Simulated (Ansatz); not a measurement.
Two isomers of C3H10Si2: A = `C=C([SiH3])C[SiH3]`, B = `C=C(C)[SiH2][SiH3]`.

Calculated with Ansatz (gas phase, PBE0-D4/def2-TZVP geometries, no zero-point term in ΔE). CCSD(T)/CBS is the MP2 limit (def2-TZVPP, def2-QZVPP) plus CCSD(T) − MP2 in def2-TZVPP, frozen cores. Functionals use def2-TZVPP. One conformer a species, not always the lowest.

Q: Which is lower in electronic energy at CCSD(T)/CBS, and by how much? (Best estimate.)

A: The calculation gave: B, by 8.1 kJ/mol.

Q: Give E(B) − E(A) in kJ/mol with MP2/def2-TZVPP, PBE-D4, ωB97M-V, r2SCAN-D4, CCSD(T)/def2-SVP, PBE0-D4, BLYP-D4. (Estimate.)

A: The calculation gave: MP2/def2-TZVPP -1.4, PBE-D4 -19.8, ωB97M-V -4.0, r2SCAN-D4 -13.9, CCSD(T)/def2-SVP -8.2, PBE0-D4 -17.2, BLYP-D4 -10.5. None reverses the order clearly.

Q: Does the order hold for the free energy at 298.15 K (harmonic terms from PBE0-D4)? (Best estimate.)

A: The calculation gave: Yes: G(B) − G(A) = -4.6 kJ/mol, for one conformer each. Modes under 60 cm⁻¹, often nearly free rotors, make the harmonic entropy too high.

Largest T1 diagnostic: 0.012.

From PBE to PBE0 (25 % exact exchange), in def2-TZVPP and without D4, E(B) − E(A) moves by +3.0 kJ/mol. Leaving LDA and LC-ωPBE aside and taking each functional with its dispersion term where it has one, the values spread over 15.8 kJ/mol, from PBE-D4 to ωB97M-V. LDA lies +5.1 kJ/mol from PBE without D4.
